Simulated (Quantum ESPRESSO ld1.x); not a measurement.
Values are calculated unless marked as measured or tabulated.
One sound ld1.x (Quantum ESPRESSO 7.5) input for neutral krypton gives E = -2790.715 hartree in 34 iterations:

```
 &input
    zed=36.0,
    iswitch=1,
    rel=1,
    dft='BLYP',
    config='[Kr]',
    prefix='ld1',
    max_out_wfc=37,
    file_charge='ld1.rho',
 /
```

Changed or added lines, one case at a time, and what came of them:

- xmin=-1.0: refused. The program stops in ld1_readin with "wrong xmin": xmin is refused above -2.
- config='[Kr] 8s1': refused. The program stops in el_config with "wrong main quantum number": the config string takes n from 1 to 7 alone.
- isic=1 latt=1: refused. The program stops in ld1_readin with "isic and latter correction not allowed": the two corrections exclude each other.
- beta=0.005: not converged. So little new potential is mixed in that the limit of 200 iterations comes first; the energy is off by +0.004915 hartree.
- config='[Kr] 3f1': refused. The program stops in el_config with "main/angular quantum number mismatch": l must be smaller than n.
- tr2=1e-25: usable despite the warning. The threshold lies below the rounding noise, so the cycle runs to its limit and warns, but the energy differs from the sound run by less than 1e-5 hartree.
- lsd=2: refused. The program stops in ld1_readin with "lsd not correct": lsd takes 0 or 1.
